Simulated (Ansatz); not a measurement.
Species: H4O4Si, SMILES `O[Si](O)(O)O` (charge 0, multiplicity 1).

Q: Give a relaxed geometry from PBE0-D4/def2-TZVP (Ansatz, a quantum-chemistry and plane-wave program).

A: Several could match; the one computed here: the end point of this relaxation, one of several conformers (outside a Z-matrix the atoms follow the SMILES, hydrogens last).
Z-matrix (Å, degrees):
```
Si
O 1 1.6309
H 2 0.9581 1 116.62
O 1 1.6309 2 106.40 3 37.29
H 4 0.9581 1 116.63 2 -161.32
O 1 1.6309 2 115.81 3 -80.69
H 6 0.9581 1 116.62 2 -80.70
O 1 1.6309 2 106.40 3 161.32
H 8 0.9581 1 116.62 2 -37.29
```
